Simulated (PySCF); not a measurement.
Spectroscopy problems

- coordinates at the GFN2-xTB level
- shieldings: GIAO PBE0/pcSseg-1
- program: PySCF
- one averaged value for each set of equivalent atoms, relativity neglected, no solvent, single conformer

References, each an isolated molecule treated in the same way: TMS for $^{1}$H (31.72 ppm) and $^{13}$C (186.93 ppm). Where no couplings were computed, multiplicities follow the n + 1 count of equivalent neighbours, and m marks all less simple cases (inequivalent or close neighbours, rings, F or P nearby). Shifts are as computed. Against solution values, carbons near 30 ppm lie about +3 ppm off and those near 130 ppm about +5 ppm. Of 1211 compounds with measured shifts, 218 miss one by over three times the rms of a fit or turn the order of signals round; such compounds aren't used in these exercises. OH and NH positions are gas-phase values without hydrogen bonding to other molecules.

Task: C6H10N2Si. $^{1}$H NMR (500 MHz, computed): δ 3.14 (m, 1H), 3.10 (m, 1H), 3.03 (m, 1H), 2.79 (s, 3H), 1.71 (m, 1H), 1.58 (m, 1H), 1.44 (m, 1H), 0.44 (br s, 1H). $^{13}$C{$^{1}$H} NMR (computed): δ 125.8, 45.9, 41.1, 21.3, 18.9, 9.6. Give a structure.

Result: SMILES [C@@H]1(NC)[SiH2][C@]12C[C@@H]2C#N. The formula gives 4 degrees of unsaturation (2 rings in the answer). 6 carbon signals for 6 carbons: no two carbons are equivalent. Carbon types of the structure: 2 × C, 2 × CH, 1 × CH2, 1 × CH3, leaving 3 H on heteroatoms. δC 125.8: nitrile carbon; this is the usual window of a C≡N carbon, which has no attached hydrogen. δC 45.9, 21.3, 18.9, 9.6: three-membered-ring carbon. δH 3.03, 1.71, 1.58, 1.44: hydrogen on a three-membered-ring carbon. δH 0.44: hydrogen on an amine nitrogen; exchangeable, gas-phase position.

This is the structure that produced the data.

Task: C3H17NSi4. $^{1}$H NMR (600 MHz, computed): δ 4.25 (q, 2H), 3.53 (s, 6H), 2.41 (s, 6H), 0.07 (t, 3H). $^{13}$C{$^{1}$H} NMR (computed): δ 45.7 (CH3), -10.0 (CH3). What is it?

Result: `C[SiH2][Si]([SiH3])([SiH3])N(C)C`. The formula gives 0 degrees of unsaturation. 2 carbon signals for 3 carbons: some carbons are equivalent by symmetry or fast rotation. Carbon types of the structure: 3 × CH3, leaving 8 H on heteroatoms. δC 45.7: methyl carbon bonded to N; deshielded by the electronegative neighbour. δC -10.0: methyl carbon bonded to Si; an electropositive neighbour leaves it electron-rich and shielded. δH 2.41: hydrogen on a methyl carbon bonded to N; its carbon carries N, hence the downfield position. δH 0.07: hydrogen on a methyl carbon bonded to Si; an electropositive neighbour shields it, as in TMS itself.

The shifts were computed for this structure.

Task: C6H6O2. $^{1}$H NMR (600 MHz, computed): δ 7.24 (t, 1H), 6.70 (s, 1H), 6.21 (d, 2H), 4.26 (br s, 2H). $^{13}$C{$^{1}$H} NMR (computed): δ 165.5, 135.0, 109.5, 105.6. What is it?

Result: `C1(O)=CC=CC(O)=C1`. The formula gives 4 degrees of unsaturation (1 ring in the answer). 4 carbon signals for 6 carbons: some carbons are equivalent by symmetry or fast rotation. Carbon types of the structure: 2 × C, 4 × CH, leaving 2 H on heteroatoms. δC 165.5: aromatic carbon bearing oxygen; an ipso carbon deshielded by its heteroatom. δC 135.0, 109.5, 105.6: aromatic CH. δH 7.24, 6.70, 6.21: hydrogen on an aromatic CH. δH 4.26: hydrogen on a phenol-type oxygen; labile proton, position sensitive to the medium.

The shifts were computed for this structure.
